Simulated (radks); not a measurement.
Values are calculated unless marked as measured or tabulated.
Polarisability of the magnesium ion Mg+, [Ne] 3s1, at imaginary frequency. Level of theory: non-relativistic Kohn-Sham, PBE, spin-polarised, spherical densities, point nucleus; open shells are filled with parallel spins first (a radial shooting solver on a logarithmic mesh with Libxc functionals). Response by self-consistent Sternheimer equations with the Hartree and adiabatic LDA kernel.

w (hartree),alpha1(iw) (bohr^3),alpha2(iw) (bohr^5)
0.00266,31.37,173.5
0.0143,31.16,173.1
0.0360,30.07,171.2
0.0697,27.01,165.2
0.118,21.46,151.6
0.186,14.73,127.9
0.280,8.957,95.99
0.413,5.087,63.29
0.605,2.833,37.05
0.892,1.603,19.64
1.35,0.9383,9.547
2.12,0.5543,4.226
3.59,0.2997,1.637
6.94,0.1221,0.4935
17.5,0.02637,0.08527

Static values: alpha1 = 31.38 bohr^3 (4.649 angstrom^3; uncoupled 36.41), alpha2 = 173.5 bohr^5, alpha3 = 1866 bohr^7. C6 = 131.2, C8 = 4650, triple-dipole C9 = 3034 atomic units. One-pole (London) frequency 4 C6 / (3 alpha1^2) = 0.178 hartree, against 0.437 for minus the highest occupied eigenvalue.
